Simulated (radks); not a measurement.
Results of a calculation; reference values are marked as such.
Radial electron density D(r) = 4 pi r^2 rho(r) of an atom or ion with 58 electrons. Level of theory: scalar-relativistic Kohn-Sham, PBEsol, spin-unpolarised, spherical densities, finite nucleus; Fermi nuclear charge, rms radius of each element as measured or else 0.836 A^(1/3) + 0.57 fm (a radial shooting solver on a logarithmic mesh with Libxc functionals).

| r (bohr) | D(r) (e/bohr) |
|---|---|
| 0.00084 | 2.360 |
| 0.001138 | 3.935 |
| 0.001555 | 6.559 |
| 0.002108 | 10.60 |
| 0.002857 | 16.73 |
| 0.003903 | 25.84 |
| 0.005289 | 37.78 |
| 0.007168 | 52.10 |
| 0.009793 | 66.85 |
| 0.01327 | 77.02 |
| 0.01799 | 78.94 |
| 0.02438 | 73.41 |
| 0.0333 | 70.00 |
| 0.04514 | 80.82 |
| 0.06117 | 99.99 |
| 0.08357 | 101.7 |
| 0.1133 | 82.52 |
| 0.1535 | 80.09 |
| 0.2097 | 90.88 |
| 0.2842 | 64.64 |
| 0.3852 | 35.24 |
| 0.5262 | 39.99 |
| 0.7131 | 32.80 |
| 0.9665 | 15.73 |
| 1.32 | 9.686 |
| 1.789 | 5.707 |
| 2.425 | 1.825 |
| 3.313 | 0.5363 |
| 4.49 | 0.2567 |
| 6.086 | 0.06272 |
| 8.314 | 0.004526 |

What is the nuclear charge?

Answer. Z = 60. The innermost maximum, from 1s, lies near gamma/Z bohr with gamma = sqrt(1 - (Z/c)^2) = 0.899, here 0.015 bohr (found: 0.0165), and its height grows with Z. The density is that of the neodymium ion Nd2+ in [Xe] 4f3 6s0.5 6p0.5; the configuration itself is not fixed sharply by these data, and Z only to a few units. D(r) has 4 maxima, at r = 0.0165, 0.0729, 0.205, 0.565 bohr, and minima at 0.0315, 0.135, 0.411 bohr, inside which lie 1.95, 11.18, 29.07 electrons.
